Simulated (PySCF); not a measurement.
# Correlation energy of Ni³⁺ (nickel, charge +3)

Starting occupation: [Ar] 3d6 4p1, 3d3/2 with m_j = +3/2, 3d5/2 with m_j = -3/2, -1/2, +1/2, +3/2, +5/2, 4p3/2 with m_j = +3/2. Calculation: PySCF 2.14, in x2c-SVPall-2c with one added diffuse shell each of s, d type (6s5p4d1f, 48 functions); X2C-1e with screened-nucleus spin-orbit coupling, Gaussian nucleus. Frozen: [Ne]; 15 electrons correlated; the 6 highest virtual spinors left out.

MP2 pair energies summed by pair of shells (mhartree):

| pair | energy | share (%) |
| --- | --- | --- |
| 3d-3p | -90.92 | 41.9 |
| 3d-3d | -52.95 | 24.4 |
| 3p-3p | -48.25 | 22.2 |
| 3p-3s | -9.04 | 4.2 |
| 3d-3s | -5.34 | 2.5 |
| 3d-4p | -4.90 | 2.3 |
| 3p-4p | -3.86 | 1.8 |
| 3s-3s | -1.59 | 0.7 |
| 3s-4p | -0.14 | 0.1 |

Total MP2 correlation energy: -216.98 mhartree.

The GHF reference relaxed away from the jj start to a determinant that is no pure jj level (⟨S²⟩ = 8.74, ⟨J²⟩ = 35.75); the energies belong to that determinant.

This basis was not built for core-valence correlation, so the inner-shell part is incomplete.
